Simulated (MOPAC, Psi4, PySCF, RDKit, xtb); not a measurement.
Two geometries of H5BrSeSi2, SMILES [SiH2]([SeH])[SiH2]Br, relaxed at B3LYP-D3(BJ)/def2-SVP with one dihedral held; other torsions can differ between them too.

Structure A

```
9

Se     2.2287    -1.3569     0.2738
Si     0.9344     0.4210    -0.4029
Si    -1.2985    -0.1290     0.0604
Br    -1.3803    -0.4568     2.2945
H      1.5627    -1.4069     1.5922
H      1.2900     1.6981     0.2803
H      1.1784     0.5608    -1.8673
H     -2.2733     0.9493    -0.2687
H     -1.7072    -1.3934    -0.6092
```

Structure B

```
9

Se     2.4309    -1.0666     0.6992
Si     1.0020     0.3238    -0.4485
Si    -1.2604    -0.1256     0.0939
Br    -1.4092    -1.8026     1.5960
H      1.3157    -1.7532     1.3852
H      1.2915     1.7519    -0.1260
H      1.1786     0.1534    -1.9205
H     -1.9137     1.0671     0.7002
H     -2.0282    -0.5451    -1.1108
```

**Question.** Which is lower in energy at the level DF-MP2 (frozen core)/cc-pVTZ // B3LYP-D3(BJ)/def2-SVP run with Psi4, and by how much?

**Answer.** A is lower, by 1.81 kcal/mol (dihedral Se1–Si2–Si3–Br4: 60° in A, 0° in B).

E(B) − E(A) in kcal/mol at the other levels, on the same two geometries: PBE/def2-TZVP // B3LYP-D3(BJ)/def2-SVP (Psi4) 1.36; PBE-D3(BJ)/def2-TZVP // B3LYP-D3(BJ)/def2-SVP (Psi4) 1.37; r2SCAN/def2-TZVP // B3LYP-D3(BJ)/def2-SVP (Psi4) 1.72; HF/cc-pVTZ // B3LYP-D3(BJ)/def2-SVP (Psi4) 2.53; UFF // B3LYP-D3(BJ)/def2-SVP (RDKit) 3.29; PM3, restricted, heats of formation // B3LYP-D3(BJ)/def2-SVP (MOPAC) 0.13; PM6, restricted, heats of formation // B3LYP-D3(BJ)/def2-SVP (MOPAC) 2.20; GFN1-xTB // B3LYP-D3(BJ)/def2-SVP (xtb) 1.04; restricted B3LYP/6-31G*, spherical d, density fitting // B3LYP-D3(BJ)/def2-SVP (PySCF) 1.69; restricted B3LYP/LANL2DZ, with its core potentials past Ne // B3LYP-D3(BJ)/def2-SVP (PySCF) 1.06; restricted BP86/6-31G*, spherical d, density fitting // B3LYP-D3(BJ)/def2-SVP (PySCF) 1.46; restricted Hartree-Fock/STO-3G // B3LYP-D3(BJ)/def2-SVP (PySCF) 0.54.
